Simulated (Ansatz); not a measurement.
```yaml
crystal:
  periodic: [false, false, false]
  atoms:
    - {symbol: N, position_ang: [-0.645027, 1.208839, -1.286896]}
    - {symbol: B, position_ang: [0.333518, 0.517533, -0.632770]}
    - {symbol: B, position_ang: [1.332134, -0.357591, 0.159262]}
    - {symbol: Si, position_ang: [-0.007388, -1.148977, 1.182054]}
    - {symbol: H, position_ang: [-0.866251, 1.049631, -2.256855]}
    - {symbol: H, position_ang: [-1.201626, 1.926193, -0.852083]}
    - {symbol: H, position_ang: [2.497655, -0.309521, 0.383694]}
    - {symbol: H, position_ang: [-1.443406, -1.063625, 0.800528]}
    - {symbol: H, position_ang: [0.088991, -1.868682, 2.486068]}
basis:
  gaussian: {orbitals: 6-31G}
hamiltonian: {xc: {name: HF}}
correlation: {active_space: {window: {electrons: 6, orbitals: 2}}}
output: {forces: true}
```

```sh
$ ansatz run in.yaml --threads 2 --pin off --events-out ev --progress --plain --max-ram 4352MiB
```

Shortened log:

```
Functional definition: HF
684 factors; integrals over basis functions are off by at most 2.1e-4 eV
mean field evaluation 1: about -10760.4019 eV, gradient 2.6e1 eV
mean field evaluation 2: about -10760.4045 eV, gradient 2.6e1 eV
mean field evaluation 4: about -10762.4040 eV, gradient 2.8e0 eV
mean field evaluation 8: about -10762.4361 eV, gradient 7.8e-4 eV
mean field -10762.43607715 eV, -395.5122307940 hartree, gradient 2.1e-6 eV, S^2 0.000000; 0 other end points of the search recorded, 0 dependent functions left out
reference -10762.43607715 eV, -395.5122307940 hartree; 18, 18 occupied and 32, 32 virtual orbitals, 684 factors
Error: 6 electrons in 2 orbitals form no window around the highest filled level of the reference
```

Something in this input is off. What?

The active space doesn't fit the electrons. The run stopped with an error.
